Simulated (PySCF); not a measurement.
**How methods differ on the ionisation energy of Dy⁵⁷⁺**

Dy⁵⁷⁺ [He] 2s2 2p5 [2p1/2^2 2p3/2^3, M_J = 3/2] → Dy⁵⁸⁺ [He] 2s2 2p4 [2p1/2^2 2p3/2^2, M_J = 2], as a difference of total energies. Computed with PySCF 2.14 in an uncontracted even-tempered set (17 s from 38 bohr⁻², ratio 2.4; 13 p from 50 bohr⁻², ratio 2.4; 5 d from 170 bohr⁻², ratio 2.6; 4 f from 260 bohr⁻², ratio 2.6), with the two-component X2C-1e Hamiltonian. Correlated levels: nothing frozen; the 30 highest virtual spinors dropped. "Screened" scales the spin-orbit matrix elements by Boettger's factors to mimic the two-electron term; Breit and QED terms are absent.

| method | ionisation energy (eV) |
| --- | --- |
| GHF (spin-free) | 12624.5 |
| GMP2 (spin-free) | 12626.1 |
| GHF (screened spin-orbit) | 12382.5 |
| GMP2 (screened spin-orbit) | 12384.1 |

For this ion Breit and QED terms and the two-electron picture change, all absent here, outweigh the correlation shift from GHF to GMP2.

The spin-free rows relax to the high-spin LS determinant and lack the spin-orbit shift.

The labels give the starting determinants; with spin-orbit coupling the two ends relaxed to ⟨J²⟩ = 3.75, ⟨L²⟩ = 2.02, ⟨S²⟩ = 0.77 and ⟨J²⟩ = 6.00, ⟨L²⟩ = 3.27, ⟨S²⟩ = 1.38.

For comparison: 12370 ± 6 eV (theoretical estimate listed by NIST; NIST Atomic Spectra Database, ionization energies).
